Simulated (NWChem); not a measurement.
System: Si$_{4}$H$_{9}$, doublet; SMILES [SiH2]([SiH][SiH3])[SiH3]

Input file for NWChem:

```
start job
memory heap 200 mb stack 900 mb global 1100 mb
geometry units angstroms noautosym nocenter noautoz
  Si     0.851506    -2.333031     0.251637
  Si    -0.970793    -1.050481    -0.440180
  Si    -1.018437     1.181446     0.242027
  Si     1.040069     2.193187    -0.263274
  H      0.849593    -3.644537    -0.465592
  H      0.831236    -2.597163     1.725928
  H      2.110297    -1.597293    -0.079360
  H     -2.283182    -1.759492    -0.301185
  H     -2.120336     1.890755    -0.482311
  H     -1.282241     1.301886     1.714147
  H      1.031717     3.633794     0.137094
  H      2.141511     1.496587     0.470412
  H      1.306506     2.097848    -1.731226
end
basis spherical
  Si library pcj-1
  H library pcj-1
end
dft
  odft
  mult 2
  xc bhlyp
  iterations 150
  semidirect filesize 400000000
end
property
  hyperfine
end
task dft property
```

Parts of the log:

```
             Northwest Computational Chemistry Package (NWChem) 7.3.0
             --------------------------------------------------------

                             Geometry "geometry" -> ""
                             -------------------------

 Output coordinates in angstroms (scale by  1.889725989 to convert to a.u.)

  No.       Tag          Charge          X              Y              Z
 ---- ---------------- ---------- -------------- -------------- --------------
    1 Si                  14.0000     0.85150600    -2.33303100     0.25163700
    2 Si                  14.0000    -0.97079300    -1.05048100    -0.44018000
    3 Si                  14.0000    -1.01843700     1.18144600     0.24202700
    4 Si                  14.0000     1.04006900     2.19318700    -0.26327400
    5 H                    1.0000     0.84959300    -3.64453700    -0.46559200
    6 H                    1.0000     0.83123600    -2.59716300     1.72592800
    7 H                    1.0000     2.11029700    -1.59729300    -0.07936000
    8 H                    1.0000    -2.28318200    -1.75949200    -0.30118500
    9 H                    1.0000    -2.12033600     1.89075500    -0.48231100
   10 H                    1.0000    -1.28224100     1.30188600     1.71414700
   11 H                    1.0000     1.03171700     3.63379400     0.13709400
   12 H                    1.0000     2.14151100     1.49658700     0.47041200
   13 H                    1.0000     1.30650600     2.09784800    -1.73122600

 Effective nuclear repulsion energy (a.u.)     309.8216610393

                              NWChem Property Module
                              ----------------------

  itol2e modified to match energy
  convergence criterion.

                                 NWChem DFT Module
                                 -----------------

 Summary of "ao basis" -> "ao basis" (spherical)
 ------------------------------------------------------------------------------
       Tag                 Description            Shells   Functions and Types
 ---------------- ------------------------------  ------  ---------------------
 Si                          pcj-1                  13       31   6s5p2d
 H                           pcj-1                   6       10   4s2p

  itol2e modified to match energy
  convergence criterion.

            General Information
            -------------------
          SCF calculation type: DFT
          Wavefunction type:  spin polarized.
          No. of atoms     :    13
          No. of electrons :    65
           Alpha electrons :    33
            Beta electrons :    32
          Charge           :     0
          Spin multiplicity:     2
          Use of symmetry is: off; symmetry adaption is: off
          Maximum number of iterations: 150
          AO basis - number of functions:   214
                     number of shells:   106
          Convergence on energy requested:  1.00D-07
          Convergence on density requested:  1.00D-05
          Convergence on gradient requested:  5.00D-04

              XC Information
              --------------
                        BHLYP Method XC Functional
                     Hartree-Fock (Exact) Exchange  0.500
                        Slater Exchange Functional  0.500 local
                    Becke 1988 Exchange Functional  0.500 non-local
              Lee-Yang-Parr Correlation Functional  1.000

             Grid Information
             ----------------
          Grid used for XC integration:  fine
          Radial quadrature: Mura-Knowles
          Angular quadrature: Lebedev.
          Tag              B.-S. Rad. Rad. Pts. Rad. Cut. Ang. Pts.
          ---              ---------- --------- --------- ---------
          Si                  1.10      123          14.0       770
          H                   0.35       60          16.0       590
          Grid pruning is: on
          Number of quadrature shells:  1032
          Spatial weights used:  Erf1

      Superposition of Atomic Density Guess
      -------------------------------------

 Sum of atomic energies:       -1159.11666768

[...]

          ----------------------
          Hyperfine Interactions
          ----------------------

 Total Spin Density (Fermi Contact Term)
 ------------------ --------------------
     Atom            x         y         z       Density (a.u.)      Aiso(MHz)     Aiso(Gauss)
     1  29-Si     1.60911  -4.40879   0.47552      -0.002101          1.866845       0.666135
     2  29-Si    -1.83453  -1.98512  -0.83182       0.366516       -325.732549    -116.229277
     3  29-Si    -1.92457   2.23261   0.45736       0.002969         -2.638894      -0.941621
     4  29-Si     1.96545   4.14452  -0.49752      -0.000416          0.369409       0.131814
     5   1-H      1.60550  -6.88718  -0.87984       0.000527          2.354165       0.840023
     6   1-H      1.57081  -4.90793   3.26153       0.015661         70.001863      24.978363
     7   1-H      3.98788  -3.01845  -0.14997      -0.000335         -1.497058      -0.534187
     8   1-H     -4.31459  -3.32496  -0.56916      -0.002234         -9.985252      -3.562980
     9   1-H     -4.00685   3.57301  -0.91144       0.000537          2.401511       0.856917
    10   1-H     -2.42308   2.46021   3.23927       0.015723         70.281709      25.078219
    11   1-H      1.94966   6.86687   0.25907      -0.000389         -1.737416      -0.619952
    12   1-H      4.04687   2.82814   0.88895       0.000257          1.147133       0.409325
    13   1-H      2.46894   3.96436  -3.27154      -0.000003         -0.015090      -0.005385

           -------------------------------------------
           Anisotropic Interaction (Spin-Dipolar Term)
           -------------------------------------------

 ------------------------------------------------------------
     Atom            x         y         z
 ------------------------------------------------------------
     1  29-Si     1.60911  -4.40879   0.47552

   Spin-Dipolar term (a.u.)
        xx             yy             zz             xy             xz             yz
 ------------------------------------------------------------------------------------------
       0.025362       0.012955      -0.038317      -0.014969      -0.002355       0.007994

   Principal Comp. of -hf- tensor (au)            Anisotropic -hfcc- (MHz)               Anisotropic -hfcc- (Gauss)
 --------------------------------------------------------------------------------------------------------------------------
      0.035920     0.003614    -0.039534      -3.810549    -0.383424     4.193972      -1.359696    -0.136815     1.496511

   Orientation of the principal axis of Hyperfine Tensor w.r.t absolute (molecular) frame
 --------------------------------------------------------------------------------------------------------------------------
      0.820480     0.571674     0.001219
     -0.565036     0.811274    -0.150227
     -0.086870     0.122570     0.988651

 ------------------------------------------------------------
     Atom            x         y         z
 ------------------------------------------------------------
     2  29-Si    -1.83453  -1.98512  -0.83182

   Spin-Dipolar term (a.u.)
        xx             yy             zz             xy             xz             yz
 ------------------------------------------------------------------------------------------
      -0.787973      -0.807842       1.595816       0.014220      -0.268969      -0.140456

   Principal Comp. of -hf- tensor (au)            Anisotropic -hfcc- (MHz)               Anisotropic -hfcc- (Gauss)
 --------------------------------------------------------------------------------------------------------------------------
     -0.818694    -0.815254     1.633949      86.850430    86.485470  -173.335900      30.990341    30.860114   -61.850455

   Orientation of the principal axis of Hyperfine Tensor w.r.t absolute (molecular) frame
 --------------------------------------------------------------------------------------------------------------------------
      0.875953    -0.469564    -0.110528
      0.466004     0.882898    -0.057716
      0.124687    -0.000950     0.992196

 ------------------------------------------------------------
     Atom            x         y         z
 ------------------------------------------------------------
     3  29-Si    -1.92457   2.23261   0.45736

   Spin-Dipolar term (a.u.)
        xx             yy             zz             xy             xz             yz
 ------------------------------------------------------------------------------------------
       0.003917       0.033679      -0.037595      -0.005663       0.004369      -0.005343

   Principal Comp. of -hf- tensor (au)            Anisotropic -hfcc- (MHz)               Anisotropic -hfcc- (Gauss)
 --------------------------------------------------------------------------------------------------------------------------
      0.003140     0.035224    -0.038364      -0.333127    -3.736725     4.069852      -0.118868    -1.333354     1.452222

   Orientation of the principal axis of Hyperfine Tensor w.r.t absolute (molecular) frame
 --------------------------------------------------------------------------------------------------------------------------
      0.977566    -0.188602    -0.093772
      0.195148     0.978530     0.066305
      0.079254    -0.083117     0.993383

 ------------------------------------------------------------
     Atom            x         y         z
 ------------------------------------------------------------
     4  29-Si     1.96545   4.14452  -0.49752

   Spin-Dipolar term (a.u.)
        xx             yy             zz             xy             xz             yz
 ------------------------------------------------------------------------------------------
      -0.004168       0.003660       0.000508       0.001337       0.002923       0.002114

[...]
```

Level: BHandHLYP/pcJ-1, spin-unrestricted, contact and dipolar terms. The geometry was optimised at PBE0/def2-SVP, spin-unrestricted. No stability test was run on the SCF state.
